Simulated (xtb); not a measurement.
A run for xtb: GFN2-xTB on C2H8OSe (a complex), monomers drawn apart or pushed together.

```
$ xtb mol.xyz --gfn 2 --sp --chrg 0 --uhf 0
12

C     -0.89416439     1.69410587    -0.20739339
Se     0.59857725     0.44933573     0.06816918
C     -0.43148371    -1.20351071    -0.17863480
H     -1.66101380     1.51309350     0.54170218
H     -0.49389250     2.69885104    -0.09093413
H     -1.29244608     1.57289240    -1.21206378
H     -1.21790498    -1.25642454     0.57019856
H      0.26169880    -2.03116262    -0.04553532
H     -0.84589694    -1.23098117    -1.18372368
O     -1.60759785     0.13503177     3.81808977
H     -1.30060884     0.17969274     4.72879375
H     -0.81411080     0.25638994     3.26951336
```

Output:

```
[...]
           -------------------------------------------------
          |                Calculation Setup                |
           -------------------------------------------------



molecular fragmentation (1/2 indicates fragments):
111111111222
# atoms in fragment 1/2:     9     3
 fragment masses (1/2) :      109.03       18.02
CMA distance (Bohr)    :   8.024
constraining FC (au)   :  0.0500

           -------------------------------------------------
          |                 G F N 2 - x T B                 |
           -------------------------------------------------

        Reference                      10.1021/acs.jctc.8b01176
      * Hamiltonian:
        H0-scaling (s, p, d)           1.850000    2.230000    2.230000
        zeta-weighting                 0.500000
      * Dispersion:
        s8                             2.700000
        a1                             0.520000
        a2                             5.000000
        s9                             5.000000
      * Repulsion:
        kExp                           1.500000    1.000000
        rExp                           1.000000
      * Coulomb:
        alpha                          2.000000
        third order                    shell-resolved
        anisotropic                    true
        a3                             3.000000
        a5                             4.000000
        cn-shift                       1.200000
        cn-exp                         4.000000
        max-rad                        5.000000


          ...................................................
          :                      SETUP                      :
          :.................................................:
          :  # basis functions                  30          :
          :  # atomic orbitals                  29          :
          :  # shells                           17          :
          :  # electrons                        28          :
          :  max. iterations                   250          :
          :  Hamiltonian                  GFN2-xTB          :
          :  restarted?                      false          :
          :  GBSA solvation                  false          :
          :  PC potential                    false          :
          :  electronic temp.          300.0000000     K    :
          :  accuracy                    1.0000000          :
          :  -> integral cutoff          0.2500000E+02      :
          :  -> integral neglect         0.1000000E-07      :
          :  -> SCF convergence          0.1000000E-05 Eh   :
          :  -> wf. convergence          0.1000000E-03 e    :
          :  Broyden damping             0.4000000          :
          :  net charge                          0          :
          :  unpaired electrons                  0          :
          ...................................................

 iter      E             dE          RMSdq      gap      omega  full diag
   1    -15.6906864 -0.156907E+02  0.475E+00    4.69       0.0  T
   2    -15.7148469 -0.241605E-01  0.340E+00    4.24       1.0  T
   3    -15.7159337 -0.108682E-02  0.102E+00    4.21       1.0  T
   4    -15.7163521 -0.418375E-03  0.319E-01    4.13       1.0  T
   5    -15.7163688 -0.167505E-04  0.535E-02    4.12       1.0  T
   6    -15.7163693 -0.538115E-06  0.304E-02    4.12       1.0  T
   7    -15.7163704 -0.104603E-05  0.100E-02    4.12       2.9  T
   8    -15.7163705 -0.613493E-07  0.188E-03    4.12      15.3  T
   9    -15.7163705 -0.162289E-08  0.984E-04    4.12      29.3  T
  10    -15.7163705 -0.124370E-08  0.289E-04    4.12     100.0  T

   *** convergence criteria satisfied after 10 iterations ***

         #    Occupation            Energy/Eh            Energy/eV
      -------------------------------------------------------------
         1        2.0000           -0.7420689             -20.1927
       ...           ...                  ...                  ...
         8        2.0000           -0.5006073             -13.6222
         9        2.0000           -0.4932289             -13.4214
        10        2.0000           -0.4892927             -13.3143
        11        2.0000           -0.4542144             -12.3598
        12        2.0000           -0.4453768             -12.1193
        13        2.0000           -0.4367912             -11.8857
        14        2.0000           -0.3597301              -9.7888 (HOMO)
        15                         -0.2082946              -5.6680 (LUMO)
        16                         -0.1494009              -4.0654
        17                          0.0423822               1.1533
        18                          0.0484061               1.3172
        19                          0.0751023               2.0436
       ...                                ...                  ...
        29                          0.6620557              18.0155
      -------------------------------------------------------------
                  HL-Gap            0.1514355 Eh            4.1208 eV
             Fermi-level           -0.2840123 Eh           -7.7284 eV

 SCC (total)                   0 d,  0 h,  0 min,  0.004 sec
 SCC setup                      ...        0 min,  0.000 sec (  2.208%)
 Dispersion                     ...        0 min,  0.000 sec (  1.176%)
 classical contributions        ...        0 min,  0.000 sec (  0.411%)
 integral evaluation            ...        0 min,  0.001 sec ( 18.265%)
 iterations                     ...        0 min,  0.002 sec ( 46.954%)
 molecular gradient             ...        0 min,  0.001 sec ( 29.516%)
 printout                       ...        0 min,  0.000 sec (  1.259%)

         :::::::::::::::::::::::::::::::::::::::::::::::::::::
         ::                     SUMMARY                     ::
         :::::::::::::::::::::::::::::::::::::::::::::::::::::
         :: total energy             -15.572081549186 Eh    ::
         :: gradient norm              0.016962716154 Eh/a0 ::
         :: HOMO-LUMO gap              4.120770299750 eV    ::
         ::.................................................::
         :: SCC energy               -15.716352127952 Eh    ::
         :: -> isotropic ES            0.034582746078 Eh    ::
         :: -> anisotropic ES          0.000541258440 Eh    ::
         :: -> anisotropic XC          0.006438635759 Eh    ::
         :: -> dispersion             -0.004958645877 Eh    ::
         :: repulsion energy           0.144270578766 Eh    ::
         :: add. restraining           0.000000000000 Eh    ::
         :: total charge              -0.000000000000 e     ::
         :::::::::::::::::::::::::::::::::::::::::::::::::::::

           -------------------------------------------------
          |                Property Printout                |
           -------------------------------------------------

    * Orbital Energies and Occupations

         #    Occupation            Energy/Eh            Energy/eV
      -------------------------------------------------------------
         1        2.0000           -0.7420689             -20.1927
         2        2.0000           -0.6782490             -18.4561
         3        2.0000           -0.6002073             -16.3325
         4        2.0000           -0.5945897             -16.1796
         5        2.0000           -0.5647280             -15.3670
         6        2.0000           -0.5118864             -13.9291
         7        2.0000           -0.5009518             -13.6316
         8        2.0000           -0.5006073             -13.6222
         9        2.0000           -0.4932289             -13.4214
        10        2.0000           -0.4892927             -13.3143
        11        2.0000           -0.4542144             -12.3598
        12        2.0000           -0.4453768             -12.1193
        13        2.0000           -0.4367912             -11.8857
        14        2.0000           -0.3597301              -9.7888 (HOMO)
        15                         -0.2082946              -5.6680 (LUMO)
        16                         -0.1494009              -4.0654
        17                          0.0423822               1.1533
        18                          0.0484061               1.3172
        19                          0.0751023               2.0436
        20                          0.1189159               3.2359
        21                          0.1448551               3.9417
        22                          0.1510618               4.1106
        23                          0.1608871               4.3780
        24                          0.1954858               5.3194
        25                          0.2205573               6.0017
       ...                                ...                  ...
        29                          0.6620557              18.0155
      -------------------------------------------------------------
                  HL-Gap            0.1514355 Eh            4.1208 eV
             Fermi-level           -0.2840123 Eh           -7.7284 eV

     #   Z          covCN         q      C6AA      α(0)
     1   6 C        3.740    -0.065    21.834     6.667
     2  34 Se       1.933    -0.228   243.485    27.190
     3   6 C        3.740    -0.065    21.834     6.667
     4   1 H        0.925     0.063     2.162     2.299
     5   1 H        0.925     0.060     2.201     2.320
     6   1 H        0.925     0.056     2.244     2.343
     7   1 H        0.925     0.063     2.162     2.300
     8   1 H        0.925     0.060     2.201     2.320
     9   1 H        0.925     0.056     2.244     2.343
    10   8 O        1.609    -0.567    24.413     6.669
    11   1 H        0.805     0.280     0.783     1.390
    12   1 H        0.804     0.287     0.762     1.371

 Mol. C6AA /au·bohr⁶  :       1629.399796
 Mol. C8AA /au·bohr⁸  :      57622.704049
 Mol. α(0) /au        :         63.877859


Wiberg/Mayer (AO) data.
largest (>0.10) Wiberg bond orders for each atom

 ---------------------------------------------------------------------------
     #   Z sym  total        # sym  WBO       # sym  WBO       # sym  WBO
 ---------------------------------------------------------------------------
     1   6 C    3.984 --     2 Se   1.053     6 H    0.972     5 H    0.971
                             4 H    0.971
     2  34 Se   2.239 --     3 C    1.053     1 C    1.053
     3   6 C    3.984 --     2 Se   1.053     9 H    0.972     8 H    0.971
                             7 H    0.971
     4   1 H    0.996 --     1 C    0.971
     5   1 H    0.996 --     1 C    0.971
     6   1 H    0.997 --     1 C    0.972
     7   1 H    0.996 --     3 C    0.971
     8   1 H    0.996 --     3 C    0.971
     9   1 H    0.997 --     3 C    0.972
    10   8 O    1.839 --    11 H    0.921    12 H    0.917
    11   1 H    0.921 --    10 O    0.921
    12   1 H    0.918 --    10 O    0.917
 ---------------------------------------------------------------------------

Topologies differ in total number of bonds
Writing topology from bond orders to xtbtopo.mol

molecular dipole:
                 x           y           z       tot (Debye)
 q only:       -0.099      -0.022       0.068
   full:       -0.178      -0.038       0.045       0.475
molecular quadrupole (traceless):
                xx          xy          yy          xz          yz          zz
 q only:       -5.638      -1.221       1.681       5.419       0.860       3.957
  q+dip:       -8.556      -1.748       1.672       7.296       1.127       6.884
   full:       -8.227      -1.814       2.410       7.604       1.153       5.816


           -------------------------------------------------
          | TOTAL ENERGY              -15.572081549186 Eh   |
          | GRADIENT NORM               0.016962716154 Eh/α |
Note: The following floating-point exceptions are signalling: IEEE_UNDERFLOW_FLAG IEEE_DENORMAL
normal termination of xtb
          | HOMO-LUMO GAP               4.120770299750 eV   |
           -------------------------------------------------

------------------------------------------------------------------------
------------------------------------------------------------------------
 total:
 SCF:
```

The run finished.

Cost: roughly 0.020 core-seconds.
